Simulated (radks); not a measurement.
Q: Pr4+, 55 electrons, occupied as [Xe] 4f1. Method: Dirac Kohn-Sham, Slater X-alpha with alpha = 0.645, spin-unpolarised, spherical densities, finite nucleus; open shells are shared between the two j in proportion to 2j + 1; Fermi nuclear charge, rms radius 4.8919 fm; computed with a radial shooting solver on a logarithmic mesh with Libxc functionals. Some entries of the table are withheld. Estimate them.

orbital,occ.,eigenvalue (hartree),<r> (bohr),r(max) (bohr)
1s1/2,2,-1534.670,0.02412,0.01543
2s1/2,2,-248.2339,0.1027,0.08751
2p1/2,2,-234.7784,0.08612,(1)
2p3/2,4,-217.1022,0.09243,(2)
3s1/2,2,-54.98556,0.2726,0.2497
3p1/2,2,-49.25382,0.2622,0.2364
3p3/2,4,-45.75762,0.2745,0.2480
3d3/2,4,(3),0.2456,0.1987
3d5/2,6,(4),0.2495,0.2020
4s1/2,2,-12.34658,0.6206,0.5787
4p1/2,2,(5),0.6373,0.5866
4p3/2,4,(6),0.6648,0.6114
4d3/2,4,-5.88479,0.7129,0.6283
4d5/2,6,-5.74808,0.7225,0.6364
5s1/2,2,-2.90083,1.431,(7)
5p1/2,2,-2.27389,1.571,1.419
5p3/2,4,-2.14471,1.639,1.481
4f5/2,0.428571,-1.71003,(8),0.6601
4f7/2,0.571429,-1.69362,(9),0.6644

A: 
(1) 2p1/2 r(max) (bohr): 0.06654
(2) 2p3/2 r(max) (bohr): 0.07190
(3) 3d3/2 eigenvalue (hartree): -35.71467
(4) 3d5/2 eigenvalue (hartree): -34.96136
(5) 4p1/2 eigenvalue (hartree): -10.19715
(6) 4p3/2 eigenvalue (hartree): -9.42818
(7) 5s1/2 r(max) (bohr): 1.313
(8) 4f5/2 <r> (bohr): 0.9352
(9) 4f7/2 <r> (bohr): 0.9422
